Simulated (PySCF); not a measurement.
## Correlation energy of Se (selenium, neutral)

Starting occupation: [Ar] 3d10 4s1 4p4 4d1, 4s1/2 with m_j = +1/2, 4p1/2 with m_j = +1/2, 4p3/2 with m_j = -1/2, +1/2, +3/2, 4d5/2 with m_j = +5/2. Computed with PySCF 2.14 in x2c-SVPall-2c with one added diffuse shell each of s, p, d type (6s7p4d, 47 functions), with X2C-1e with screened-nucleus spin-orbit coupling, Gaussian nucleus. Frozen: [Ne]; 24 electrons correlated; the 6 highest virtual spinors left out.

MP2 pair energies summed by pair of shells (mhartree):

```json
{"pair": "3d-3d", "energy": "-108.91", "share (%)": "36.3"}
{"pair": "3d-3p", "energy": "-74.90", "share (%)": "25.0"}
{"pair": "4p-4p", "energy": "-46.93", "share (%)": "15.6"}
{"pair": "3p-3p", "energy": "-22.52", "share (%)": "7.5"}
{"pair": "3d-4p", "energy": "-14.52", "share (%)": "4.8"}
{"pair": "3d-3s", "energy": "-8.85", "share (%)": "3.0"}
{"pair": "4p-4s", "energy": "-6.43", "share (%)": "2.1"}
{"pair": "4d-4p", "energy": "-4.37", "share (%)": "1.5"}
{"pair": "3p-4p", "energy": "-3.75", "share (%)": "1.2"}
{"pair": "3p-3s", "energy": "-3.53", "share (%)": "1.2"}
{"pair": "3d-4s", "energy": "-2.15", "share (%)": "0.7"}
{"pair": "3d-4d", "energy": "-0.73", "share (%)": "0.2"}
{"pair": "3s-3s", "energy": "-0.65", "share (%)": "0.2"}
{"pair": "3s-4p", "energy": "-0.60", "share (%)": "0.2"}
{"pair": "3p-4s", "energy": "-0.51", "share (%)": "0.2"}
{"pair": "4d-4s", "energy": "-0.50", "share (%)": "0.2"}
{"pair": "3p-4d", "energy": "-0.15", "share (%)": "0.1"}
{"pair": "3s-4s", "energy": "-0.11", "share (%)": "0.0"}
{"pair": "3s-4d", "energy": "-0.02", "share (%)": "0.0"}
```

Total MP2 correlation energy: -300.12 mhartree.

The GHF reference relaxed away from the jj start to a determinant that is no pure jj level (⟨S²⟩ = 6.00, ⟨J²⟩ = 30.02); the energies belong to that determinant.

This basis was not built for core-valence correlation, so the inner-shell part is incomplete.
